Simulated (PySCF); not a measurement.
# TDDFT excited states: C2H9NSSi3

C2H9NSSi3.
Atom-mapped SMILES: `[CH3:1][S:2][SiH2:3][SiH2:4][SiH2:5][C:6]#[N:7]` (hydrogens: H8, H9, H10 on C1; H11, H12 on Si3; H13, H14 on Si4; H15, H16 on Si5)

Cartesian coordinates in Å at the GFN2-xTB level; atoms count from 1:
```
atom  x, y, z in Å
C1     3.1449    0.8364    0.5176
S2     1.5939    0.1900    1.1996
Si3    0.8365   -0.8858   -0.5071
Si4   -1.3061   -1.4998    0.1053
Si5   -2.7039    0.2965    0.5920
C6    -2.5703    1.4516   -0.8707
N7    -2.4512    2.1304   -1.7867
H8     3.6229    1.4072    1.3069
H9     2.9269    1.4804   -0.3288
H10    3.7834    0.0118    0.2152
H11    1.8308   -1.9256   -0.7922
H12    0.9100    0.0613   -1.6217
H13   -1.8671   -2.2908   -1.0006
H14   -1.3064   -2.4142    1.2565
H15   -2.3063    1.1232    1.7339
H16   -4.1455    0.0365    0.6876
```

Method used: TDDFT wB97X-D/def2-SVPD, vertical, gas phase, core orbitals frozen in the response in PySCF 2.14.0, density-fitted response routines.

Problem. Predict the UV-vis stick spectrum at this level.

Solution. 

```csv
state,E (eV),E (hartree),f,|μ| (D),"main configurations (H = HOMO, L = LUMO)"
S1,5.30,0.1949,0.0076,0.61,"H→L (76%), H→L+3 (12%)"
S2,5.64,0.2074,0.0006,0.17,"H→L+1 (25%), H→L+5 (23%), H→L+4 (15%)"
S3,5.91,0.2172,0.0085,0.62,"H→L+3 (30%), H→L+1 (24%), H→L+5 (17%)"
S4,6.56,0.2410,0.0073,0.54,"H→L+1 (23%), H→L+4 (18%), H→L+5 (14%)"
S5,6.60,0.2425,0.0006,0.15,"H→L+2 (36%), H→L+4 (30%), H→L+3 (8%)"
S6,6.87,0.2524,0.159,2.47,H-2→L (60%)
S7,6.89,0.2533,0.0067,0.51,"H→L+3 (21%), H→L+2 (20%), H→L+5 (17%)"
S8,7.02,0.2578,0.031,1.07,H-1→L (82%)
```

Triplets, Tamm–Dancoff:

```tsv
state	E (eV)	λ (nm)	main configurations (H = HOMO, L = LUMO)
T1	5.07	244.7	H→L (54%), H→L+3 (17%), H→L+1 (16%)
T2	5.33	232.4	H→L+5 (25%), H→L (13%), H→L+1 (13%)
T3	5.64	219.8	H→L+3 (26%), H→L (23%), H→L+1 (18%)
```

The lowest singlet lies at 5.30 eV (234 nm, ultraviolet) and is weak; its leading configuration is HOMO→LUMO (76%). The strongest level in the table is S6 at 6.87 eV (181 nm, f = 0.159). Löwdin shares by element: HOMO sulfur 71%, carbon 10% or more, silicon 9% or more; LUMO silicon 66%, hydrogen 9% or more (atoms not listed hold the other 25%). The listed states span 1.71 eV, and the widest gap between neighbours is 0.65 eV (S3 to S4). Of the 8 states listed, 2 reach f = 0.01 and none stays under 0.0005. Orbital energies (eV): HOMO-3 -11.07, HOMO-2 -10.63, HOMO-1 -10.45, HOMO -8.79, LUMO 0.50, LUMO+1 0.97, LUMO+2 1.18. Only the lowest 8 singlets were computed, as vertical energies without vibronic structure.

One conformer stands for the species.
